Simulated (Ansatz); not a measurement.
`C[O][Al]([O]C(C)C)[O]C(C)C`, relaxed with RKS PBE0-D4/def2-TZVP in Ansatz 0.2.0 from a PBE-D4/def2-SVP geometry. The force threshold is 0.005 eV/Å; the program also tests the step.

The species carries charge 0 and has multiplicity 1.

Start:

```xyz
28

C    -2.053   -1.541   -2.563
O    -1.783   -1.205   -1.225
Al   -0.765   -0.046   -0.489
O     0.123    1.022   -1.482
C     1.190    1.931   -1.247
C     1.744    2.376   -2.599
C     2.259    1.300   -0.352
O    -0.649    0.040    1.216
C    -1.110   -0.804    2.264
C    -0.488   -0.322    3.572
C    -0.786   -2.270    1.965
H    -1.473   -0.932   -3.294
H    -3.134   -1.403   -2.792
H    -1.812   -2.612   -2.751
H     0.786    2.831   -0.721
H     2.163    1.505   -3.145
H     2.545    3.133   -2.476
H     0.939    2.815   -3.221
H     3.079    2.013   -0.134
H     2.700    0.412   -0.854
H     1.816    0.976    0.612
H    -2.220   -0.704    2.346
H     0.616   -0.427    3.534
H    -0.724    0.748    3.740
H    -0.867   -0.905    4.436
H    -1.160   -2.940    2.766
H     0.313   -2.409    1.885
H    -1.253   -2.582    1.008
```

How much energy does the relaxation release, and in how many steps? (An estimate is asked.)

Ansatz gave: 3.22 kcal/mol, in 11 steps.

Which bonds change most? (An estimate is asked.)

Computed: Al3–O8 from 1.711 to 1.680 Å; Al3–O4 from 1.708 to 1.679 Å; O2–Al3 from 1.709 to 1.682 Å; C1–H13 from 1.114 to 1.095 Å.

Give the relaxed structure. (An estimate is asked.)

Computed: 
```xyz
28

C    -2.047   -1.476   -2.578
O    -1.723   -1.229   -1.239
Al   -0.677   -0.140   -0.498
O     0.210    0.912   -1.460
C     1.196    1.895   -1.247
C     1.692    2.374   -2.596
C     2.322    1.356   -0.384
O    -0.545   -0.097    1.177
C    -1.094   -0.838    2.243
C    -0.505   -0.320    3.538
C    -0.841   -2.322    2.054
H    -1.496   -0.828   -3.269
H    -3.118   -1.315   -2.741
H    -1.822   -2.517   -2.833
H     0.736    2.746   -0.723
H     2.164    1.549   -3.137
H     2.425    3.177   -2.480
H     0.861    2.747   -3.197
H     3.079    2.123   -0.205
H     2.805    0.510   -0.883
H     1.939    1.020    0.583
H    -2.182   -0.674    2.265
H     0.577   -0.481    3.550
H    -0.692    0.751    3.640
H    -0.941   -0.833    4.399
H    -1.276   -2.901    2.873
H     0.235   -2.519    2.031
H    -1.283   -2.672    1.118
```
